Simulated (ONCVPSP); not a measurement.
antimony: one change to an ONCV potential, before and after

```json
{
 "Element": "antimony",
 "Generator": "ONCVPSP 4.0.1",
 "Type": "optimised norm-conserving Vanderbilt (ONCV)",
 "Functional": "PBE",
 "Relativity": "scalar-relativistic",
 "Frozen core": "[Ar] 3d10",
 "Valence charge": "23",
 "Reference configuration": "4s2 4p6 4d10 5s2 5p3",
 "Partial waves": "4s+5s: rc 1.50 bohr, ncon 3, nbas 6, qcut 8 1/bohr, 2 projectors; 4p+5p: rc 1.60 bohr, ncon 4, nbas 8, qcut 8.7 1/bohr, 2 projectors; 4d: rc 1.30 bohr, ncon 4, nbas 9, qcut 9.6 1/bohr, 1 projector",
 "Local potential": "polynomial inside 1.05 bohr (lpopt 5, dvloc0 2 Ha)",
 "Core correction": "polynomial model core, fcfact 0.75"
}
```

Change: d: qcut 12.6.

Cutoffs: the cutoffs (Ha) at which the residual kinetic energy of the hardest occupied pseudo-wave falls to 1 and 0.1 mHa per electron; they do not see the model core or the augmentation charge, which bear on the density cutoff. Errors are all-electron minus pseudo energies relative to the spin-unpolarised reference configuration.

Task: Predict the effect on cutoff, ghosts and configuration errors.

Result: The potential gets harder (40 Ha and 48 Ha → 49 Ha and 58 Ha); the errors of the 4 common tests hardly move; neither file shows a bound ghost. The waves are optimised to have the least kinetic energy above qcut, so the cutoff follows it (qcut²/2 in Ha).

| quantity | base | changed |
| --- | --- | --- |
| cutoff, loose | 40 Ha | 49 Ha |
| cutoff, tight | 48 Ha | 58 Ha |
| loose cutoff by channel | s 22 Ha, p 26 Ha, d 40 Ha | s 22 Ha, p 26 Ha, d 49 Ha |
| bound ghosts | none | none |
| GHOST(+) flags under 300 eV | none | none |
| error for 4s2 4p6 4d10 5s2 5p2, meV [ΔE 8.32 eV] | -1.8 | -1.8 |
| error for 4s2 4p6 4d10 5s2 5p1, meV [ΔE 24.29 eV] | -5.6 | -5.5 |
| error for 4s2 4p6 4d10 5s2 5p0, meV [ΔE 48.70 eV] | -12 | -12 |
| error for 4s2 4p5 4d10 5s2 5p3, meV [ΔE 109.95 eV] | -149 | -127 |
| s: phases at 1.52 bohr within 0.05 rad from the reference energy up to (Ha; the scan ends near 5) | to the end of the scan | to the end of the scan |
| p: phases at 1.62 bohr within 0.05 rad from the reference energy up to (Ha; the scan ends near 5) | to the end of the scan | to the end of the scan |
| d: phases at 1.32 bohr within 0.05 rad from the reference energy up to (Ha; the scan ends near 5) | 4.4 | to the end of the scan |
| rms error of d²Exc/dni dnj with the model core, mHa | 1.88 | 1.85 |
